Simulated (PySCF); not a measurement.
A calculated (M06, PySCF 2.14, x2c-TZVPPall, the spin-free X2C one-electron Hamiltonian (Gaussian nucleus)) atom or ion has these occupied shells.

| shell | electrons | orbital energy (eV) | rms radius, mean of both spins (bohr) |
| --- | --- | --- | --- |
| 1s α | 1 | -5956.4 | 0.0734 |
| 1s β | 1 | -5956.4 | 0.0734 |
| 2s α | 1 | -725.38 | 0.317 |
| 2s β | 1 | -724.20 | 0.317 |
| 2p α | 3 | -614.73 | 0.288 |
| 2p β | 3 | -613.59 | 0.288 |
| 3s α | 1 | -119.21 | 0.952 |
| 3s β | 1 | -115.82 | 0.952 |
| 3p α | 3 | -88.767 | 1.02 |
| 3p β | 3 | -84.876 | 1.02 |
| 3d α | 3 | -42.809 | 1.22 |

(1) Name the element and its charge.

Results:

(1) Cr³⁺ (chromium, charge +3), in [Ar] 3d3, high-spin 4F determinant.
